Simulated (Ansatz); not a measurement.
Reaction (redistribution): `C#C[SiH2][AlH][SiH3]` + `OCOC[SiH3]` → `[SiH3]C[O][AlH][SiH3]` + `C#C[SiH2]CO`

Gas-phase electronic energies from Ansatz, PBE0-D4/def2-TZVP geometries. CCSD(T)/CBS adds triple-zeta CCSD(T) − MP2 to the extrapolated MP2 energy (def2 sets, frozen cores). Functionals use def2-TZVPP. One conformer a species, not always the lowest.

Task: Is it downhill or uphill in electronic energy at CCSD(T)/CBS, and by how much? (Estimate.)

Result: Computed: Downhill: ΔE = -141.5 kJ/mol.

Task: What do these levels give: PBE-D4, ωB97M-V, r2SCAN, HF/def2-TZVPP, SCS-MP2/def2-TZVPP, HF/def2-QZVPP? (An estimate is asked.)

Result: Ansatz gave: PBE-D4 -106.1, ωB97M-V -137.8, r2SCAN -118.2, HF/def2-TZVPP -176.4, SCS-MP2/def2-TZVPP -153.3, HF/def2-QZVPP -178.6 kJ/mol.

Largest T1 diagnostic among the species: 0.015.

From PBE to PBE0 (25 % exact exchange), in def2-TZVPP and without D4, ΔE moves by −5.9 kJ/mol. In def2-TZVPP, CCSD(T) changes the Hartree–Fock value by +39.9 kJ/mol (the triples alone add +9.6 kJ/mol) and MP2 by +31.7 kJ/mol.
